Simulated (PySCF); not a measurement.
How methods differ on the excitation energy of Nb

Nb [Kr] 4d4 5s1 (6D) → Nb [Kr] 4d5 (6S), as a difference of total energies. Calculation: PySCF 2.14, in x2c-QZVPPall (13s8p7d3f2g, 111 functions); scalar relativity by spin-free X2C-1e. Correlated levels: valence: [Kr] frozen; valence and next inner shell: [Ar] 3d10 frozen. The calculations carry no spin-orbit coupling.

```csv
method,excitation energy (eV)
UHF,1.687
LDA,1.140
PBE,1.150
PBE0,1.200
r2SCAN,1.432
TPSSh,1.225
TPSS,1.216
M06,1.055
MP2 (valence),1.382
SCS-MP2 (valence),1.585
MP2 (valence and next inner shell),1.297
SCS-MP2 (valence and next inner shell),1.493
```

Task: How much does correlation contribute at MP2 (valence and next inner shell)?

Result: 1.297 − (1.687) = -0.390 eV, measured against UHF.

A first-order spin-orbit estimate (lowest level to lowest level, LS coupling) adds 0.084 eV.
